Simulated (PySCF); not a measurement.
Working out the ionisation energy of Se⁺

Se⁺ [Ar] 3d10 4s2 4p3 (4S) → Se²⁺ [Ar] 3d10 4s2 4p2 (3P). All numbers are calculated (PySCF 2.14, the spin-free X2C one-electron Hamiltonian (Gaussian nucleus), in Sapporo-DKH3-DZP-2012 (6s5p3d1f, 43 functions)). Frozen: [Ar] 3d10. Energies in hartree (1 hartree = 27.21139 eV):

| part | Se⁺ (lower) | Se²⁺ (upper) |
| --- | --- | --- |
| UHF | -2427.698462 | -2426.930627 |
| CCSD correlation | -0.073173 | -0.060588 |
| (T) | -0.000830 | -0.000642 |

Q: What does Hartree-Fock give?

A: (-2426.930627) − (-2427.698462) = 0.767835 hartree = 20.894 eV.

Q: What do CCSD and CCSD(T) give?

A: The CCSD correlation energies differ by 0.012585 hartree = 0.342 eV and the triples by 0.000188 hartree = 0.005 eV, so CCSD gives 21.236 eV and CCSD(T) 21.241 eV.

Reference: 21.196 ± 0.01 eV (measured; NIST Atomic Spectra Database, ionization energies), between the lowest levels; spin-orbit coupling is absent from the calculation.

A double-zeta basis recovers only part of the correlation energy.

What remains against the reference includes basis incompleteness, the frozen core and higher excitations.
